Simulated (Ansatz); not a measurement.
Abridged output of a molecular run in Ansatz:

```
Functional definition: HF
1536 factors; integrals over basis functions are off by at most 1.2e-3 eV
mean field evaluation 1: about -21233.9148 eV, gradient 3.9e1 eV
mean field evaluation 2: about -21234.1588 eV, gradient 3.9e1 eV
mean field evaluation 4: about -21237.8452 eV, gradient 4.4e0 eV
mean field evaluation 8: about -21237.9339 eV, gradient 3.1e-1 eV
mean field evaluation 16: about -21237.9346 eV, gradient 2.3e-6 eV
mean field -21237.93459680 eV, -780.4797008433 hartree, gradient 2.3e-6 eV, S^2 0.000000; 0 other end points of the search recorded, 0 dependent functions left out
13 core orbitals not correlated: weight in the atoms' cores, before any rotation towards them, 1.000 or more for the frozen orbitals, at most 0.000 for the correlated occupied ones
reference -21237.93459680 eV, -780.4797008433 hartree; 14, 14 occupied and 234, 234 virtual orbitals, 1536 factors
second order -20.80346984 eV of doubles, -0.00000000 eV of singles
cycle   1  -21.57551556 eV  change   -7.7e-1 eV  update   1.1e-1
cycle   2  -22.14761974 eV  change   -5.7e-1 eV  update   3.5e-2
cycle   3  -22.28903688 eV  change   -1.4e-1 eV  update   2.1e-2
cycle   4  -22.27800807 eV  change    1.1e-2 eV  update   6.6e-3
cycle   5  -22.27383072 eV  change    4.2e-3 eV  update   3.6e-3
cycle   6  -22.27479712 eV  change   -9.7e-4 eV  update   1.3e-3
cycle   7  -22.27434791 eV  change    4.5e-4 eV  update   4.7e-4
cycle   8  -22.27424523 eV  change    1.0e-4 eV  update   1.5e-4
cycle   9  -22.27432469 eV  change   -7.9e-5 eV  update   6.8e-5
cycle  10  -22.27433520 eV  change   -1.1e-5 eV  update   2.3e-5
perturbative correction -0.89838948 eV, -0.0330152043 hartree
Total energy: -21261.10732147 eV, -781.3312827679 hartree
```

Its atoms:

Cartesian coordinates in Å:
```
C -1.3472 -1.0201 0.7454
O -0.1431 -0.6203 1.3251
Al 1.0844 0.4675 0.9044
B 0.9798 1.4417 -0.9779
S 0.6370 0.6065 -2.4968
H -1.3162 -2.0885 0.5040
H -2.1742 -0.8622 1.4457
H -1.5784 -0.4697 -0.1767
H 2.2410 0.5960 1.9788
H 1.1589 2.6101 -1.1731
H 0.4581 -0.6610 -2.0789
```

Task: Which basis set was used?
A. def2-SVP
B. def2-TZVPPD
C. def2-TZVPP
D. def2-SVPD

Result: C. It gives 261 functions.

Task: Write the keys of the input that set method, charge and spin (a neutral closed shell needs none for the last two).

Result: 
```yaml
correlation: {method: ccsd_t}
```
